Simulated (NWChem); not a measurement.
System: CrH2SO3; SMILES [O]=[Cr]([OH])([OH])=[S]

Here is an NWChem input.

```
start job
memory heap 200 mb stack 900 mb global 1100 mb
geometry units angstroms
  Cr    -0.093183     0.194337    -0.271339
  O      1.184379     0.694423    -1.005868
  S      0.631093    -0.940121     1.308724
  O     -1.007942    -0.907180    -1.164128
  H     -1.377854    -1.514975    -1.805710
  O     -0.968768     1.420105     0.488783
  H     -1.314748     2.234100     0.857001
end
basis spherical
  * library def2-svp
end
dft
  xc pbe0
  iterations 150
end
driver
  maxiter 120
end
task dft optimize
task dft freq
```

Parts of the log:

```
             Northwest Computational Chemistry Package (NWChem) 7.3.0
             --------------------------------------------------------

 CS  symmetry detected

                             Geometry "geometry" -> ""
                             -------------------------

 Output coordinates in angstroms (scale by  1.889725989 to convert to a.u.)

  No.       Tag          Charge          X              Y              Z
 ---- ---------------- ---------- -------------- -------------- --------------
    1 Cr                  24.0000     0.06378272    -0.33653421     0.00000000
    2 O                    8.0000     1.58953702    -0.64289564     0.00000000
    3 S                   16.0000    -0.04608081     1.73616929     0.00000000
    4 O                    8.0000    -0.72162569    -0.77554018    -1.42740191
    5 H                    1.0000    -0.98188881    -1.07503980    -2.29943338
    6 O                    8.0000    -0.72162569    -0.77554018     1.42740191
    7 H                    1.0000    -0.98188881    -1.07503980     2.29943338

 Effective nuclear repulsion energy (a.u.)     417.3226366412

      Symmetry information
      --------------------

 Group name             Cs
 Group number              2
 Group order               2
 No. of unique centers     5

                                Z-matrix (autoz)
                                --------

 Units are Angstrom for bonds and degrees for angles

[...]

      ----------------------
      Optimization converged
      ----------------------

  Step       Energy      Delta E   Gmax     Grms     Xrms     Xmax
  ---- ---------------- -------- -------- -------- -------- --------
@   14   -1668.54012368 -2.9D-07  0.00003  0.00001  0.00024  0.00051
                                     ok       ok       ok       ok

                                Z-matrix (autoz)
                                --------

 Units are Angstrom for bonds and degrees for angles

[...]

 Rotational Constants
 --------------------
 A=   0.134524 cm-1  (  0.193546 K)
 B=   0.089198 cm-1  (  0.128333 K)
 C=   0.081960 cm-1  (  0.117920 K)

 Temperature                      =   298.15K
 frequency scaling parameter      =   1.0000

 Zero-Point correction to Energy  =   20.856 kcal/mol  (  0.033237 au)
 Thermal correction to Energy     =   24.898 kcal/mol  (  0.039677 au)
 Thermal correction to Enthalpy   =   25.490 kcal/mol  (  0.040621 au)

 Total Entropy                    =   79.564 cal/mol-K
   - Translational                =   40.570 cal/mol-K (mol. weight = 133.9129)
   - Rotational                   =   26.885 cal/mol-K (symmetry #  =        1)
   - Vibrational                  =   12.109 cal/mol-K

 Cv (constant volume heat capacity) =   21.822 cal/mol-K
   - Translational                  =    2.979 cal/mol-K
   - Rotational                     =    2.979 cal/mol-K
   - Vibrational                    =   15.863 cal/mol-K

[normal modes left out]

 ----------------------------------------------------------------------------
 Normal Eigenvalue ||           Projected Infra Red Intensities
  Mode   [cm**-1]  || [atomic units] [(debye/angs)**2] [(KM/mol)] [arbitrary]
 ------ ---------- || -------------- ----------------- ---------- -----------
    1       -0.000 ||    0.000425           0.010         0.414       0.062
    2       -0.000 ||    0.001215           0.028         1.185       0.176
    3       -0.000 ||    0.000405           0.009         0.395       0.059
    4       -0.000 ||    0.000281           0.006         0.274       0.041
    5       -0.000 ||    0.000109           0.003         0.107       0.016
    6       -0.000 ||    0.000906           0.021         0.883       0.132
    7      212.719 ||    0.028237           0.651        27.527       4.098
    8      255.686 ||    0.028154           0.650        27.446       4.086
    9      256.395 ||    0.001887           0.044         1.839       0.274
   10      270.516 ||    0.017477           0.403        17.037       2.537
   11      310.090 ||    0.030084           0.694        29.328       4.366
   12      325.446 ||    0.072754           1.678        70.924      10.560
   13      369.863 ||    0.051865           1.197        50.560       7.528
   14      603.524 ||    0.047318           1.092        46.128       6.868
   15      741.139 ||    0.281729           6.500       274.644      40.891
   16      756.079 ||    0.207456           4.786       202.238      30.111
   17      805.762 ||    0.014713           0.339        14.343       2.136
   18      811.566 ||    0.028164           0.650        27.456       4.088
   19     1167.953 ||    0.157067           3.624       153.117      22.797
   20     3851.802 ||    0.213278           4.920       207.913      30.956
   21     3857.608 ||    0.263333           6.075       256.710      38.221
 ----------------------------------------------------------------------------
```

Level: PBE0/def2-SVP.
